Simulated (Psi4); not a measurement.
A dimer, H2O ··· HBr (SMILES O and Br); the first 3 atoms form monomer A.

```
5

O     -0.0006     0.3896     0.0000
H     -0.7647    -0.1959     0.0000
H      0.7653    -0.1937     0.0000
Br     2.7012     1.4903    -0.6836
H      1.2871     1.6076    -0.5536
```

Question: What interaction energy does SAPT0/jun-cc-pVDZ, frozen core (Psi4) give, and which attractive term is the largest?

Answer: Total -2.42 kJ/mol: electrostatics -46.86, exchange 73.84, induction -16.97, dispersion -12.44. The most attractive term is electrostatics.
